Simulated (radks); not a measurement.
The numbers below are computed, except where a source is named.
Question: Valence configurations of the selenium ion Se3+ (all share [Ar]). Code: a radial shooting solver on a logarithmic mesh with Libxc functionals. Model: scalar-relativistic Kohn-Sham, r2SCAN, spin-polarised, spherical densities, finite nucleus; open shells are filled with parallel spins first; meta-GGA in the generalised Kohn-Sham scheme; Fermi nuclear charge, rms radius 4.14 fm. Order these by energy: 3d10 4s1 4p2; 3d8 4s2 4p3; 3d9 4s1.5 4p2.5; 3d6 4s1.5 4p5.5; 3d10 4s1.5 4p1.5; 3d7 4s1.5 4p4.5; 3d8 4s1.5 4p3.5; 3d10 4s2 4p1; 3d10 4p3; 3d9 4s2 4p2.

Answer: From the lowest, in eV above it: 3d10 4s2 4p1 0.000; 3d10 4s1.5 4p1.5 5.276; 3d10 4s1 4p2 9.383; 3d10 4p3 23.005; 3d9 4s2 4p2 57.234; 3d9 4s1.5 4p2.5 62.040; 3d8 4s2 4p3 122.67; 3d8 4s1.5 4p3.5 130.06; 3d7 4s1.5 4p4.5 209.34; 3d6 4s1.5 4p5.5 297.40. NIST lists [Ar] 3d10 4s2 4p1 as the ground configuration; this level of theory agrees among the configurations tried. The energies are those of spherical high-spin densities, not of single terms.
